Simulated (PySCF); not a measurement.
SMILES [SiH2](c1cccs1)N (GFN2-xTB optimised geometry):

```
14

N     -0.597    -2.627     0.279
Si    -1.559    -1.235    -0.041
C     -0.354     0.198     0.000
C      1.009     0.198     0.000
C      1.581     1.488     0.000
C      0.642     2.468    -0.004
S     -0.952     1.826    -0.006
H     -1.034    -3.531     0.207
H      0.032    -2.616     1.066
H     -2.641    -0.947     0.915
H     -2.112    -1.434    -1.382
H      1.586    -0.709    -0.004
H      2.641     1.676     0.002
H      0.783     3.531    -0.005
```

Method: PBE/def2-TZVP in PySCF.

**Question.** What are the frontier orbital energies and the dipole moment?

**Answer.** HOMO-2 -6.22 eV, HOMO-1 -6.05 eV, HOMO -5.84 eV, LUMO -1.48 eV, LUMO+1 -0.56 eV; dipole moment 1.38 D.

Meta-Löwdin charges at PBE/def2-TZVP: N1 -0.72, Si2 0.71, C3 -0.37, C4 -0.14, C5 -0.15, C6 -0.27, S7 0.30, H8 0.24, H9 0.24, H10 -0.13, H11 -0.11, H12 0.13, H13 0.13, H14 0.14.
